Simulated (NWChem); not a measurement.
System meant: CH3F2Ga; SMILES [F][Ga]([F])[CH3]

Here is an NWChem input.

```
start job
memory heap 200 mb stack 900 mb global 1100 mb
geometry units angstroms noautoz
  Ga    -0.003024    -0.015392     0.001284
  F     -1.448313     0.967317    -0.002531
  F      1.430912     0.984202    -0.002281
  C      0.010789    -1.950063     0.003082
  H      0.643117    -2.315299     0.824814
  H      0.434174    -2.311468    -0.945527
  H     -1.009258    -2.339257     0.118445
end
basis spherical
  * library def2-svp
end
dft
  xc pbe0
  iterations 4
  mulliken
end
task dft energy
```

End of the output:

```
    Atom       Charge   Shell Charges
 -----------   ------   -------------------------------------------------------
    1 Ga  31    30.56   2.00  2.00  1.93  0.62  0.22  5.99  5.83  0.93  0.44  7.81  2.04  0.74
    2 F    9     9.20   1.98  1.02  0.77  3.20  2.25  0.00
    3 F    9     9.21   1.98  1.02  0.77  3.20  2.25  0.00
    4 C    6     6.22   1.96  0.57  0.34  1.86  1.45  0.04
    5 H    1     0.94   0.62  0.25  0.07
    6 H    1     0.94   0.62  0.25  0.07
    7 H    1     0.94   0.62  0.25  0.07

 center of mass
 --------------
 x =   0.00034067 y =   0.13816173 z =   0.00031537

 moments of inertia (a.u.)
 ------------------
         355.245179119837          -0.000000000000           0.000000000000
          -0.000000000000         292.766962337881           0.000000000000
           0.000000000000           0.000000000000         636.577930255484

     Multipole analysis of the density
     ---------------------------------

     L   x y z        total         alpha         beta         nuclear
     -   - - -        -----         -----         ----         -------
     0   0 0 0     -0.000000    -29.000000    -29.000000     58.000000

     1   1 0 0      0.002570      0.001285      0.001285     -0.000000
     1   0 1 0     -1.353955     -0.676977     -0.676977      0.000000
     1   0 0 1     -0.001590     -0.000795     -0.000795     -0.000000

     2   2 0 0    -28.237130    -83.621107    -83.621107    139.005084
     2   1 1 0     -0.016181     -0.060236     -0.060236      0.104290
     2   1 0 1      0.000698     -0.000067     -0.000067      0.000832
     2   0 2 0    -24.791857   -112.560446   -112.560446    200.329036
     2   0 1 1      0.021356     -0.014017     -0.014017      0.049391
     2   0 0 2    -21.204285    -13.438397    -13.438397      5.672510

 ------------------------------------------------------------------------
 dft energy failed                                                                                  0
 ------------------------------------------------------------------------
 ------------------------------------------------------------------------
  current input line :
    20: task dft energy
 ------------------------------------------------------------------------
 ------------------------------------------------------------------------
 This type of error is most commonly associated with calculations not reaching convergence criteria
 ------------------------------------------------------------------------
 For more information see the NWChem manual at https://nwchemgit.github.io

0:dft energy failed:Received an Error in Communication
```

### Question
What is wrong, and how is it mended?

### Answer
Convergence was not reached. Cause: the SCF was allowed too few iterations. This input runs:
```
start job
memory heap 200 mb stack 900 mb global 1100 mb
geometry units angstroms noautoz
  Ga    -0.003024    -0.015392     0.001284
  F     -1.448313     0.967317    -0.002531
  F      1.430912     0.984202    -0.002281
  C      0.010789    -1.950063     0.003082
  H      0.643117    -2.315299     0.824814
  H      0.434174    -2.311468    -0.945527
  H     -1.009258    -2.339257     0.118445
end
basis spherical
  * library def2-svp
end
dft
  xc pbe0
  iterations 150
  mulliken
end
task dft energy
```
It converges to -2163.61753 Ha (PBE0/def2-SVP).
